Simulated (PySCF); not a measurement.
Computed IR spectrum (relative IR intensity) of a molecule C5H5F. Geometry: PBE-D3(BJ)/def2-SVP. Other conformers were not sampled. Level of theory: PBE-D3(BJ)/def2-SVP in PySCF 2.14.0. Harmonic, unscaled wavenumbers; measured fundamentals usually lie a few per cent lower.

Lines under 2 % of the strongest are left out, and lines within 2 cm⁻¹ are merged.

ν (cm⁻¹): 111 (vw), 154 (vw), 316 (vw), 395 (vw), 684 (w), 812 (m), 916 (m), 987 (vw), 989 (vw), 1059 (m), 1292 (vs), 1352 (m), 1387 (m), 1654 (vs), 2279 (s), 2959 (m), 3112 (vw) (against the strongest line: vs over 80 %, s over 45 %, m over 15 %, w over 4 %, vw less)

Problem. Which molecule gave these data?
A. C=CC=C=CF
B. C=C(F)C#CC
C. C#CC1(F)CC1
D. C=C=C/C=C/F

Solution. B, C=C(F)C#CC
